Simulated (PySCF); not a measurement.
A GIAO shielding run with PySCF (density fitting, non-relativistic, gas phase) on `CC(=O)C/C=C(\Cl)[SiH2][SiH3]`, C₅H₁₁ClOSi₂:

```
$ OMP_NUM_THREADS=1 python probes_run.py task.json out

{"job": {"kind": "nmr", "xc": "PBE0", "basis": "pcSseg-1"}, "charge": 0, "multiplicity": 1}
C     -3.501127     0.230164    -1.076648
C     -2.237228     0.632537    -0.359011
O     -1.720467     1.709665    -0.494508
C     -1.678593    -0.458780     0.544973
C     -0.274545    -0.168667     0.962236
C      0.823388    -0.759149     0.513402
Cl     0.707384    -2.052817    -0.652705
Si     2.615548    -0.310057     0.925977
Si     3.599445     0.609358    -0.956327
H     -4.181161    -0.287398    -0.405020
H     -3.238032    -0.451354    -1.884339
H     -3.985716     1.105151    -1.501920
H     -1.741583    -1.414786     0.022828
H     -2.328416    -0.505955     1.424066
H     -0.148091     0.641843     1.665092
H      2.532756     0.575397     2.094949
H      3.225859    -1.562735     1.393306
H      3.688366    -0.341122    -2.068383
H      4.969284     1.039640    -0.659492
H      2.867779     1.779743    -1.444233
```

Hardware: 1 thread of an Arm Neoverse V1, shared host. The job also computes population analyses, field gradients.

Q: How large is the calculation?

A: 94 electrons, 229 basis functions and 1257 auxiliary functions.

Q: How long does it take, and how much memory does it need?

A: 57 s of wall time, with 14 SCF cycles and 5 response iterations; peak memory 1.1 GiB. Times on a shared host scatter by some tens of per cent.
